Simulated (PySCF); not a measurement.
Effect of structural changes

Computed, not measured: TDA BHandHLYP/def2-SVP excited states, vertical, gas phase in PySCF 2.14.0. Geometry: GFN2-xTB.

Each molecule in one low-energy conformer. The parent is O=S(=O)(C1=CC=C[SiH2]1)C(F)(F)F.

How does the vertical S1–T1 gap change along this series?
- O=S(=O)(C1=CC=C[SiH2]1)C(F)(F)F (base)
- NC1=CC=C(S(=O)(=O)C(F)(F)F)[SiH2]1 (H replaced by NH2)
- O=S(=O)(C1=CC=C(F)[SiH2]1)C(F)(F)F (H replaced by F)
- C#CC1=CC=C(S(=O)(=O)C(F)(F)F)[SiH2]1 (H replaced by ethynyl)
- CSC1=CC=C(S(=O)(=O)C(F)(F)F)[SiH2]1 (H replaced by SCH3)


```
                            molecule  S1 (eV)    S1 from  f(S1)  T1 (eV)    T1 from  S1 − T1 (eV)  S0–T1 spin-orbit coupling (cm⁻¹)  S1–T1 spin-orbit coupling (cm⁻¹)
     O=S(=O)(C1=CC=C[SiH2]1)C(F)(F)F     4.73  HOMO→LUMO  0.190     2.54  HOMO→LUMO          2.19                              0.44                              0.14
  NC1=CC=C(S(=O)(=O)C(F)(F)F)[SiH2]1     3.96  HOMO→LUMO  0.312     2.28  HOMO→LUMO          1.68                              0.40                              0.05
  O=S(=O)(C1=CC=C(F)[SiH2]1)C(F)(F)F     4.54  HOMO→LUMO  0.190     2.48  HOMO→LUMO          2.06                              0.34                              0.22
C#CC1=CC=C(S(=O)(=O)C(F)(F)F)[SiH2]1     4.04  HOMO→LUMO  0.422     2.04  HOMO→LUMO          2.00                              0.32                              0.54
 CSC1=CC=C(S(=O)(=O)C(F)(F)F)[SiH2]1     3.90  HOMO→LUMO  0.424     2.17  HOMO→LUMO          1.73                              0.88                              0.11
```
The vertical S1–T1 gap is lowest for NC1=CC=C(S(=O)(=O)C(F)(F)F)[SiH2]1 and highest for O=S(=O)(C1=CC=C[SiH2]1)C(F)(F)F.
